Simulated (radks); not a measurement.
Valence configurations of Yb III (all share [Xe]). Calculated with a radial shooting solver on a logarithmic mesh with Libxc functionals: Dirac Kohn-Sham, PBEsol, spin-unpolarised, spherical densities, finite nucleus; open shells are shared between the two j in proportion to 2j + 1; Fermi nuclear charge, rms radius 5.3108 fm. Energies are relative to 4f14; eigenvalues in eV.

valence           E (eV)  e(4f5/2)  e(4f7/2)  e(5d3/2)  e(5d5/2)  e(6p1/2)
4f14               0.000   -18.381   -17.061         -         -         -
4f13 6s1           5.852   -27.584   -26.189         -         -         -
4f13 6p1          11.043   -28.980   -27.583         -         -   -13.464
4f13 5d1           6.630   -24.944   -23.550   -15.319   -14.858         -
4f13.5 5d0.5       2.716   -21.548   -20.191   -14.435   -14.014         -
4f12 5d1 6s1      18.605   -35.167   -33.697   -18.993   -18.403         -
4f12 6p2          31.107   -40.876   -39.401         -         -   -15.569
4f12 5d2          18.496   -32.321   -30.853   -17.051   -16.507         -
4f12 5d0.5 6s1.5  18.907   -36.662   -35.190   -19.994   -19.380         -
4f13.5 6s0.5       2.063   -22.779   -21.421         -         -         -

NIST lists [Xe] 4f14 as the ground configuration; this level of theory agrees among the configurations tried. The energies are those of spherical spin-averaged densities, not of single terms.
